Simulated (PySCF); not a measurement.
**UHF on I(2+) (iodine, charge +2)**

Configuration: [Kr] 4d10 5s1 5p4, high-spin 4P determinant (an excited configuration). Computed with PySCF 2.14 in aug-cc-pVTZ-PP with one added diffuse shell each of d, f type with ECP28MDF (6s5p5d3f, 67 functions), with scalar relativity through the core potential.

```json
{
 "Total energy": "-293.253373 hartree",
 "One-electron energy": "-494.2948 hartree",
 "Hartree (Coulomb) energy": "221.5523 hartree",
 "Exchange energy": "-20.5109 hartree",
 "⟨S²⟩": "3.7583",
 "⟨L²⟩": "2.020",
 "Sum of ⟨r⟩": "26.44 bohr",
 "Sum of ⟨r²⟩": "41.56 bohr²",
 "Traceless quadrupole moment −½Σ⟨3z² − r²⟩ along its main axis": "-2.05 e·bohr²"
}
```

| shell | electrons | mean orbital energy (hartree) | spread (hartree) | rms radius, mean of both spins (bohr) |
| --- | --- | --- | --- | --- |
| 4s α | 1 | -8.55693 | 0 | 0.796 |
| 4s β | 1 | -8.51254 | 0 | 0.796 |
| 4p α | 3 | -6.37976 | 0.02415 | 0.852 |
| 4p β | 3 | -6.34744 | 0.00333 | 0.852 |
| 4d α | 5 | -3.10201 | 0.02600 | 0.993 |
| 4d β | 5 | -3.07376 | 0.01397 | 0.993 |
| 5s α | 1 | -1.70370 | 0 | 2.01 |
| 5p α | 3 | -1.14256 | 0.05862 | 2.35 |
| 5p β | 1 | -0.95062 | 0 | 2.35 |

Energies and moments cover only the electrons outside the core potential.
